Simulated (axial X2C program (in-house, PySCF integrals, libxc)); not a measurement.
Potential curves of SnO⁺, 2c

All values were computed with an in-house relativistic program for diatomic molecules. Two-component (2c) means X2C with spin–orbit coupling and atomic mean-field two-electron Coulomb and Gaunt terms. Basis: Sn dyall-cv3z [11s12p9d4f1g], O dyall-av3z [7s6p3d2f] (cores contracted in-house); Gaussian nuclei, density fitting, unrestricted open shells. Masses: Sn 119.902 u, O 15.995 u.

State: Ω = 3/2 (⟨Sz⟩ = 0.50, ⟨Lz⟩ = 1.00 at PBE0). Energies in kJ/mol from the lowest point of each curve. Fits are polynomials in 1 − R0/R over 0.85 to 1.23 times the lowest point R0.

| R (Å) | PBE0 |
| --- | --- |
| 1.7226 | 100.21 |
| 1.8018 | 40.64 |
| 1.8612 | 15.65 |
| 1.9206 | 3.11 |
| 1.9800 | 0.00 |
| 2.0493 | 5.22 |
| 2.1186 | 17.29 |
| 2.2077 | 39.53 |
| 2.3166 | 72.66 |
| 2.4750 | 124.78 |

Occupations by symmetry block were frozen at the best pattern of an incomplete PBE0 search. Density functionals use the spin component along the axis (collinear). Other states lie close and PBE0, whose exact exchange favours high spin, may order them wrongly; the determinant shown need not be the ground state. The nearest other 2c determinant of the search, Ω = 1/2, lies 0.06 eV up at the distance of the search. Without a current term, density functionals place determinants with orbital angular momentum somewhat too high.

What are Re and ωe at the PBE0 level?

At PBE0, 2c: Re = 1.974 Å, ωe ≈ 642 cm⁻¹; Be follows as 0.307 cm⁻¹.
